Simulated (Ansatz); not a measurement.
Pulling on the Ga1–H2 bond in GaH3O2 (SMILES [OH][GaH][OH]) (multiplicity 1 held, fragments rigid). Energies count from the point at 1.547 Å.
Geometry at that point (charge 0, multiplicity 1):
| atom | x (Å) | y (Å) | z (Å) |
|---|---|---|---|
| Ga | -0.2440 | -0.1775 | -0.1512 |
| H | -1.3542 | -1.0163 | -0.8271 |
| O | 0.0204 | 1.5378 | -0.5766 |
| H | 0.7423 | 1.9403 | -0.0819 |
| O | 0.9023 | -0.7560 | 1.1056 |
| H | 0.7953 | -1.6758 | 1.3651 |

R- and RO- levels are restricted; in cc, def2 and unpolarised 6-31G sets they are followed outwards from rest. Unrestricted levels (U-) break spin symmetry where that is lower. Active spaces are followed from a long bond inwards. Levels need not reach the same state.

Correlated levels freeze the cores. Filled d and f shells under p-block atoms count as core.

Programs: Ansatz (Gaussian orbitals). Values without a source in brackets are computed.

Energies in kcal/mol.

```csv
R (Å),U-CCSD/cc-pVDZ,R-CCSD(T)/cc-pVDZ,"CASSCF(2,2)/cc-pVDZ","FIC-MRCISD+Q on CASSCF(2,2)/cc-pVDZ"
1.238,30.3,30.5,[?],30.3
1.392,6.6,6.7,7.1,6.5
1.547,0.0,0.0,0.0,0.0
1.702,2.6,2.5,[?],2.6
1.856,10.1,9.8,8.5,9.9
2.088,24.9,24.3,21.8,24.5
2.320,40.5,39.1,35.5,39.3
2.707,62.5,59.2,54.1,59.3
3.094,75.2,71.4,65.6,71.7
3.558,80.2,77.0,72.0,78.6
4.177,81.4,76.8,[?],81.5
4.950,81.6,74.3,75.2,82.2
```

**Question.** Some entries are withheld; supply them.

**Answer.** 
- 1.702, CASSCF(2,2)/cc-pVDZ: 1.9
- 4.177, CASSCF(2,2)/cc-pVDZ: 74.6
- 1.238, CASSCF(2,2)/cc-pVDZ: 31.4

Doubts at one or more of the structures used: a spin-contaminated determinant (U-CCSD/cc-pVDZ); T1 above 0.05 (U-CCSD/cc-pVDZ, R-CCSD(T)/cc-pVDZ); a restricted determinant that unrestricted orbitals would lower (R-CCSD(T)/cc-pVDZ); other coupled-cluster roots lie near (R-CCSD(T)/cc-pVDZ).

Ansatz is a program for electronic structure.
